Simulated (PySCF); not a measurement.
Isomers of C5H8ClN, mass 117.035 u with the commonest isotopes. Theory: PBE0/def2-SVPD in PySCF (dipole) on a GFN2-xTB geometry, gas phase. One conformer each, none proved a minimum here; rigid rotors.

**Question.** Order these by rotational constant C, smallest first.
A. `[NH2:1][CH2:2][C@H:3]1[CH2:4][CH:5]=[C:6]1[Cl:7]` with H–N1–C2–C3 -58° and 60°, N1–C2–C3–C4 -171°
B. `[CH3:1][C:2]([CH3:3])([C:4]#[N:5])[CH2:6][Cl:7]` with C1–C2–C6–Cl7 62°
C. `[CH3:1][C@@H:2]([CH2:3][Cl:4])[CH2:5][C:6]#[N:7]` with C1–C2–C3–Cl4 61°, C1–C2–C5–C6 173°

**Answer.** C (1145 MHz), A (1211 MHz), B (1242 MHz).

**Question.** Order these by out-of-plane moment Σ m c² = (Ia + Ib − Ic)/2, largest first.
A. `[CH3:1][C@@H:2]([CH2:3][Cl:4])[CH2:5][C:6]#[N:7]` with C1–C2–C3–Cl4 61°, C1–C2–C5–C6 173°
B. `[NH2:1][CH2:2][C@H:3]1[CH2:4][CH:5]=[C:6]1[Cl:7]` with H–N1–C2–C3 -58° and 60°, N1–C2–C3–C4 -171°
C. `[CH3:1][C:2]([CH3:3])([C:4]#[N:5])[CH2:6][Cl:7]` with C1–C2–C6–Cl7 62°

**Answer.** C (55.99 u·Å²), A (34.90 u·Å²), B (12.55 u·Å²).

**Question.** Order these by rotational constant B, smallest first.
A. `[CH3:1][C:2]([CH3:3])([C:4]#[N:5])[CH2:6][Cl:7]` with C1–C2–C6–Cl7 62°
B. `[NH2:1][CH2:2][C@H:3]1[CH2:4][CH:5]=[C:6]1[Cl:7]` with H–N1–C2–C3 -58° and 60°, N1–C2–C3–C4 -171°
C. `[CH3:1][C@@H:2]([CH2:3][Cl:4])[CH2:5][C:6]#[N:7]` with C1–C2–C3–Cl4 61°, C1–C2–C5–C6 173°

**Answer.** A (1288 MHz), C (1502 MHz), B (2093 MHz).

| SMILES | point group | Ia (u·Å²) | Ib (u·Å²) | Ic (u·Å²) | κ | μa (D) | μb (D) | μc (D) |
| --- | --- | --- | --- | --- | --- | --- | --- | --- |
| NC[C@H]1CC=C1Cl | C1 | 200.77 | 241.50 | 417.17 | 0.35 | 0.41 | 1.74 | 0.81 |
| CC(C)(C#N)CCl | Cs | 126.78 | 392.24 | 407.05 | -0.97 | 1.87 | 1.33 | 0.00 |
| C[C@@H](CCl)CC#N | C1 | 174.89 | 336.45 | 441.53 | -0.59 | 2.07 | 3.40 | 0.05 |
